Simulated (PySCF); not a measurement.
H₇NSSi₂, singlet, geometry from GFN2-xTB; PBE0/6-31G, polarisability by finite fields (PySCF).

Here is a job for PySCF.
```python
from pyscf import gto, scf, dft

mol = gto.Mole()
mol.atom = '''
    Si    1.44486497   -1.19347556    1.14358929
    S     0.63546973   -0.34605894   -0.64109971
    Si   -1.09597578    0.76877889    0.04465409
    N    -1.91741155    1.53093758   -1.25317540
    H     0.44271710   -2.06683452    1.74426781
    H     1.78516210   -0.11347505    2.06318944
    H     2.61033911   -1.91738454    0.66974168
    H    -2.01828024   -0.18177172    0.64716082
    H    -0.61722364    1.81632271    0.93379421
    H    -1.45007074    2.28361860   -1.73426389
    H    -2.38272696    0.94565799   -1.92947450
'''
mol.basis = '6-31g'
mol.verbose = 4
mol.build()

mf = dft.RKS(mol)
mf.xc = 'pbe0'
mf.conv_tol = 1e-11
mf.kernel()
h0, z, done = mf.get_hcore(), mol.intor('int1e_r')[2], []
def energy(F):
    f = mf.copy()
    f.scf_summary = {}
    f.get_hcore = lambda *a: h0 + F * z
    e = f.kernel(mf.make_rdm1())
    done.append(f.converged)
    return e
F = 0.005
alpha = -(energy(F) + energy(-F) - 2 * mf.e_tot) / F**2
print('alpha_zz =', alpha)
```

Question: Predict the main parts of the log of this PySCF run.

Answer: 
```
PySCF version 2.14.0

[INPUT] verbose = 4
[INPUT] num. atoms = 11
[INPUT] num. electrons = 58
[INPUT] charge = 0
[INPUT] spin (= nelec alpha-beta = 2S) = 0
[INPUT] symmetry False subgroup None
[INPUT] Mole.unit = angstrom
[INPUT] Symbol           X                Y                Z      unit          X                Y                Z       unit  Magmom
[INPUT]  1 Si     1.444864970000  -1.193475560000   1.143589290000 AA    2.730399080278  -2.255341944762   2.161070557086 Bohr   0.0
[INPUT]  2 S      0.635469730000  -0.346058940000  -0.641099710000 AA    1.200863750151  -0.653956619557  -1.211502870438 Bohr   0.0
[INPUT]  3 Si    -1.095975780000   0.768778890000   0.044654090000 AA   -2.071094063357   1.452781552447   0.084384000442 Bohr   0.0
[INPUT]  4 N     -1.917411550000   1.530937580000  -1.253175400000 AA   -3.623382697578   2.893052740004  -2.368158292042 Bohr   0.0
[INPUT]  5 H      0.442717100000  -2.066834520000   1.744267810000 AA    0.836614069662  -3.905751187597   3.296188448795 Bohr   0.0
[INPUT]  6 H      1.785162100000  -0.113475050000   2.063189440000 AA    3.373467456953  -0.214436766471   3.898862984695 Bohr   0.0
[INPUT]  7 H      2.610339110000  -1.917384540000   0.669741680000 AA    4.932826010141  -3.623331656075   1.265628349406 Bohr   0.0
[INPUT]  8 H     -2.018280240000  -0.181771720000   0.647160820000 AA   -3.813996896221  -0.343498767991   1.222956708349 Bohr   0.0
[INPUT]  9 H     -0.617223640000   1.816322710000   0.933794210000 AA   -1.166383637207   3.432352475728   1.764615313605 Bohr   0.0
[INPUT] 10 H     -1.450070740000   2.283618600000  -1.734263890000 AA   -2.740236559845   4.315413726963  -3.277283779823 Bohr   0.0
[INPUT] 11 H     -2.382726960000   0.945657990000  -1.929474500000 AA   -4.502701384017   1.787034608607  -3.646178369332 Bohr   0.0

nuclear repulsion = 278.744808306079
number of shells = 40
number of NR pGTOs = 188
number of NR cGTOs = 62
basis = 6-31g
ecp = {}

******** <class 'pyscf.dft.rks.RKS'> ********
method = RKS
initial guess = minao
damping factor = 0
level_shift factor = 0
DIIS = <class 'pyscf.scf.diis.CDIIS'>
diis_start_cycle = 1
diis_space = 8
diis_damp = 0
SCF conv_tol = 1e-11
SCF conv_tol_grad = None
SCF max_cycles = 50
direct_scf = True
direct_scf_tol = 1e-13
XC library pyscf.dft.libxc version 7.1.2
    S. Lehtola, C. Steigemann, M. J. T. Oliveira, and M. A. L. Marques,  SoftwareX 7, 1–5 (2018)
XC functionals = pbe0
    C. Adamo and V. Barone,  J. Chem. Phys. 110, 6158 (1999)
    M. Ernzerhof and G. E. Scuseria,  J. Chem. Phys. 110, 5029 (1999)
radial grids:
    Treutler-Ahlrichs [JCP 102, 346 (1995); DOI:10.1063/1.469408] (M4) radial grids

becke partition: Becke, JCP 88, 2547 (1988); DOI:10.1063/1.454033
pruning grids: <function nwchem_prune>
grids dens level: 3
symmetrized grids: False
atomic radii adjust function: <function treutler_atomic_radii_adjust>
small_rho_cutoff = 0
Set gradient conv threshold to 3.16228e-06
Initial guess from minao.
tot grids = 139800
init E= -1035.7587938975
  HOMO = -0.292553684568277  LUMO = -0.0265722046011418  gap/eV = 7.23772
cycle= 1 E= -1035.50813471228  delta_E= 0.251  |g|= 0.441  |ddm|= 2.94
  HOMO = -0.193614651992622  LUMO = 0.00817651670744923  gap/eV = 5.49102
cycle= 2 E= -1035.47460897105  delta_E= 0.0335  |g|= 0.583  |ddm|= 1.38
  HOMO = -0.253164672328569  LUMO = 0.00375593770654126  gap/eV = 6.99117
cycle= 3 E= -1035.56453947982  delta_E= -0.0899  |g|= 0.0467  |ddm|= 0.801
  HOMO = -0.259590351946938  LUMO = 0.00441614693219439  gap/eV = 7.18398
cycle= 4 E= -1035.5650243787  delta_E= -0.000485  |g|= 0.0223  |ddm|= 0.0933
  HOMO = -0.255833696031168  LUMO = 0.00530441325233055  gap/eV = 7.10593
cycle= 5 E= -1035.56518437421  delta_E= -0.00016  |g|= 0.00297  |ddm|= 0.0385
  HOMO = -0.256623357368751  LUMO = 0.00498277188163176  gap/eV = 7.11867
cycle= 6 E= -1035.56518784541  delta_E= -3.47e-06  |g|= 0.000519  |ddm|= 0.00665
  HOMO = -0.256514553558449  LUMO = 0.0050529653793423  gap/eV = 7.11761
cycle= 7 E= -1035.56518795637  delta_E= -1.11e-07  |g|= 6.85e-05  |ddm|= 0.00118
  HOMO = -0.256514451543597  LUMO = 0.00505510707367951  gap/eV = 7.11767
cycle= 8 E= -1035.56518795855  delta_E= -2.18e-09  |g|= 1.87e-05  |ddm|= 0.000201
  HOMO = -0.256515692786737  LUMO = 0.00505215904113854  gap/eV = 7.11762
cycle= 9 E= -1035.56518795871  delta_E= -1.59e-10  |g|= 3.43e-06  |ddm|= 4.56e-05
  HOMO = -0.256515529332438  LUMO = 0.00505251119284433  gap/eV = 7.11763
cycle= 10 E= -1035.56518795872  delta_E= -7.73e-12  |g|= 6.46e-07  |ddm|= 8.73e-06
  HOMO = -0.256515549366369  LUMO = 0.00505246273685711  gap/eV = 7.11763
Extra cycle  E= -1035.56518795872  delta_E=    0  |g|= 6.17e-07  |ddm|= 2.13e-06
converged SCF energy = -1035.56518795872

******** <class 'pyscf.dft.rks.RKS'> ********
method = RKS
initial guess = minao
damping factor = 0
level_shift factor = 0
DIIS = <class 'pyscf.scf.diis.CDIIS'>
diis_start_cycle = 1
diis_space = 8
diis_damp = 0
SCF conv_tol = 1e-11
SCF conv_tol_grad = None
SCF max_cycles = 50
direct_scf = True
direct_scf_tol = 1e-13
XC library pyscf.dft.libxc version 7.1.2
    S. Lehtola, C. Steigemann, M. J. T. Oliveira, and M. A. L. Marques,  SoftwareX 7, 1–5 (2018)
XC functionals = pbe0
    C. Adamo and V. Barone,  J. Chem. Phys. 110, 6158 (1999)
    M. Ernzerhof and G. E. Scuseria,  J. Chem. Phys. 110, 5029 (1999)
radial grids:
    Treutler-Ahlrichs [JCP 102, 346 (1995); DOI:10.1063/1.469408] (M4) radial grids

becke partition: Becke, JCP 88, 2547 (1988); DOI:10.1063/1.454033
pruning grids: <function nwchem_prune>
grids dens level: 3
symmetrized grids: False
atomic radii adjust function: <function treutler_atomic_radii_adjust>
small_rho_cutoff = 0
Overwritten attributes  get_hcore  of <class 'pyscf.dft.rks.RKS'>
Set gradient conv threshold to 3.16228e-06
init E= -1035.56681566401
  HOMO = -0.259753558067593  LUMO = 0.00974999977726387  gap/eV = 7.33357
cycle= 1 E= -1035.5674102466  delta_E= -0.000595  |g|= 0.0215  |ddm|= 0.18
  HOMO = -0.252490949422934  LUMO = 0.0109725490938792  gap/eV = 7.16921
cycle= 2 E= -1035.56739324167  delta_E= 1.7e-05  |g|= 0.0244  |ddm|= 0.0927
  HOMO = -0.256746258853088  LUMO = 0.0101224380132743  gap/eV = 7.26187
cycle= 3 E= -1035.56761722828  delta_E= -0.000224  |g|= 0.00152  |ddm|= 0.0439
  HOMO = -0.256537429099212  LUMO = 0.0102431450180145  gap/eV = 7.25947
cycle= 4 E= -1035.56761812977  delta_E= -9.01e-07  |g|= 0.000297  |ddm|= 0.00345
  HOMO = -0.256531266348117  LUMO = 0.0102321779248953  gap/eV = 7.25900
cycle= 5 E= -1035.56761815007  delta_E= -2.03e-08  |g|= 0.000129  |ddm|= 0.000461
  HOMO = -0.256545825905213  LUMO = 0.0102294409627324  gap/eV = 7.25932
cycle= 6 E= -1035.56761815421  delta_E= -4.13e-09  |g|= 2.2e-05  |ddm|= 0.00017
  HOMO = -0.256543784137768  LUMO = 0.010230763453392  gap/eV = 7.25931
cycle= 7 E= -1035.56761815437  delta_E= -1.69e-10  |g|= 4.54e-06  |ddm|= 4.98e-05
  HOMO = -0.256543798193741  LUMO = 0.0102304262119033  gap/eV = 7.25930
cycle= 8 E= -1035.56761815438  delta_E= -6.82e-12  |g|= 4.14e-07  |ddm|= 1.16e-05
  HOMO = -0.256543762719959  LUMO = 0.0102304327528138  gap/eV = 7.25930
Extra cycle  E= -1035.56761815438  delta_E= -4.55e-13  |g|= 2.54e-07  |ddm|= 1.5e-06
converged SCF energy = -1035.56761815438

******** <class 'pyscf.dft.rks.RKS'> ********
method = RKS
initial guess = minao
damping factor = 0
level_shift factor = 0
DIIS = <class 'pyscf.scf.diis.CDIIS'>
diis_start_cycle = 1
diis_space = 8
diis_damp = 0
SCF conv_tol = 1e-11
SCF conv_tol_grad = None
SCF max_cycles = 50
direct_scf = True
direct_scf_tol = 1e-13
XC library pyscf.dft.libxc version 7.1.2
    S. Lehtola, C. Steigemann, M. J. T. Oliveira, and M. A. L. Marques,  SoftwareX 7, 1–5 (2018)
XC functionals = pbe0
    C. Adamo and V. Barone,  J. Chem. Phys. 110, 6158 (1999)
    M. Ernzerhof and G. E. Scuseria,  J. Chem. Phys. 110, 5029 (1999)
radial grids:
    Treutler-Ahlrichs [JCP 102, 346 (1995); DOI:10.1063/1.469408] (M4) radial grids

becke partition: Becke, JCP 88, 2547 (1988); DOI:10.1063/1.454033
pruning grids: <function nwchem_prune>
grids dens level: 3
symmetrized grids: False
atomic radii adjust function: <function treutler_atomic_radii_adjust>
small_rho_cutoff = 0
Set gradient conv threshold to 3.16228e-06
init E= -1035.56356025342
  HOMO = -0.252894196494417  LUMO = -0.00317338430666725  gap/eV = 6.79525
cycle= 1 E= -1035.56412872462  delta_E= -0.000568  |g|= 0.0233  |ddm|= 0.187
  HOMO = -0.261113157612934  LUMO = -0.00260233771424145  gap/eV = 7.03444
cycle= 2 E= -1035.56408522038  delta_E= 4.35e-05  |g|= 0.0275  |ddm|= 0.105
  HOMO = -0.256384887725747  LUMO = -0.00205007889547182  gap/eV = 6.92080
cycle= 3 E= -1035.56436879382  delta_E= -0.000284  |g|= 0.00155  |ddm|= 0.0503
  HOMO = -0.256550659217557  LUMO = -0.00224882921614689  gap/eV = 6.91991
cycle= 4 E= -1035.56436973826  delta_E= -9.44e-07  |g|= 0.000392  |ddm|= 0.00363
  HOMO = -0.256566833052995  LUMO = -0.00224432966130661  gap/eV = 6.92047
cycle= 5 E= -1035.56436977342  delta_E= -3.52e-08  |g|= 0.000133  |ddm|= 0.000564
  HOMO = -0.256548950885694  LUMO = -0.0022369137794982  gap/eV = 6.92018
cycle= 6 E= -1035.56436977816  delta_E= -4.74e-09  |g|= 2.15e-05  |ddm|= 0.000194
  HOMO = -0.256551220417491  LUMO = -0.0022387851113268  gap/eV = 6.92019
cycle= 7 E= -1035.56436977833  delta_E= -1.75e-10  |g|= 4.84e-06  |ddm|= 5.21e-05
  HOMO = -0.25655125795944  LUMO = -0.00223810024177729  gap/eV = 6.92021
cycle= 8 E= -1035.56436977834  delta_E= -7.96e-12  |g|= 4.58e-07  |ddm|= 1.28e-05
  HOMO = -0.256551303836158  LUMO = -0.00223813691348651  gap/eV = 6.92021
Extra cycle  E= -1035.56436977834  delta_E= -2.27e-13  |g|= 2.92e-07  |ddm|= 1.73e-06
converged SCF energy = -1035.56436977834
alpha_zz = 64.48061132687144
```
